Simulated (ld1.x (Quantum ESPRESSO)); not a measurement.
## Tc (Z = 43): variants of one TM potential

Base potential:

```json
{"Element": "Tc", "Generator": "ld1.x (Quantum ESPRESSO) 7.5", "Type": "norm-conserving Troullier–Martins (Kleinman–Bylander form)", "Functional": "PW91", "Relativity": "fully relativistic", "Frozen core": "[Kr]", "Valence charge": "7", "Reference configuration": "4d6 5s1 5p0", "Partial waves": "5p (bound, empty): rc 4.20 bohr; 4d (bound): rc 2.05 bohr; 4f channel at 0.1 Ry: rc 4.30 bohr; 5s (bound): rc 2.85 bohr", "Local potential": "the s channel", "Core correction": "a·sin(br)/r model core inside 1.15 bohr"}
```

Open shells are filled in proportion to 2j + 1 (rel_dist='average').

Cutoffs, loose and tight: the cutoffs (Ry, on a coarse ladder) from which the occupation-weighted sum of valence levels, in a spherical-Bessel basis at the reference potential, stays within 10 and 1 mRy of its value at 400 Ry. They do not see the model core or the augmentation charge, which bear on the density cutoff. Test errors are all-electron minus pseudo excitation energies from the reference, over the configurations 4d5 5s2 5p0; 4d5 5s1 5p0; 4d5 5s0 5p0; 4d4 5s0 5p0; 4d5 5s1 5p1; 4d5 5s0 5p1; 4d4 5s2 5p0. A dash means not determined; rows that change the core or the reference have their own tests.

```csv
change,outcome,"cutoff, loose","cutoff, tight",bound ghosts,largest test error (meV)
base,generated,40 Ry,50 Ry,none,-654
core correction none,generated,40 Ry,50 Ry,none,-320
core correction a·sin(br)/r model core inside 0.94 bohr,generated,40 Ry,50 Ry,none,-654
core correction a·sin(br)/r model core inside 1.14 bohr,generated,40 Ry,50 Ry,none,-654
core correction a·sin(br)/r model core inside 1.38 bohr,generated,40 Ry,50 Ry,none,-651
core correction a·sin(br)/r model core inside 1.74 bohr,generated,40 Ry,50 Ry,none,-627
core correction a·sin(br)/r model core inside 1.98 bohr,generated,40 Ry,50 Ry,none,-596
core correction a·sin(br)/r model core inside 2.16 bohr,generated,40 Ry,50 Ry,none,-564
core correction a·sin(br)/r model core inside 2.38 bohr,generated,40 Ry,50 Ry,none,-516
```
